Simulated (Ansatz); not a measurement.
Consider the formal exchange of groups at a Ge–S bond: `C[O][GeH]([SH])[Cl]` + `C=C=COC` → `C[O][GeH]([Cl])[O]C` + `C=C=CS`.

Isolated molecules relaxed with PBE0-D4/def2-TZVP in Ansatz; ΔE leaves out vibrations. CCSD(T)/CBS is the MP2 limit (def2-TZVPP, def2-QZVPP) plus CCSD(T) − MP2 in def2-TZVPP, frozen cores. DFT in def2-TZVPP. For Ge outer-core shells are correlated without core-valence functions, which leaves a few kJ/mol of doubt a bond. Scalar relativity is left out up to krypton. One conformer a species, not always the lowest.

Task: Is it downhill or uphill in electronic energy at CCSD(T)/CBS, and by how much? (Estimate.)

Result: Ansatz gave: Downhill: ΔE = -7.8 kJ/mol.

Task: What do these levels give: ωB97X-V, B2PLYP, r2SCAN, CCSD(T)/def2-TZVPP, HF/def2-QZVPP, MP2/CBS(def2)? (Estimate.)

Result: The calculation gave: ωB97X-V -3.7, B2PLYP -7.6, r2SCAN -1.9, CCSD(T)/def2-TZVPP -7.5, HF/def2-QZVPP -14.2, MP2/CBS(def2) -10.4 kJ/mol.

Largest T1 diagnostic among the species: 0.013.
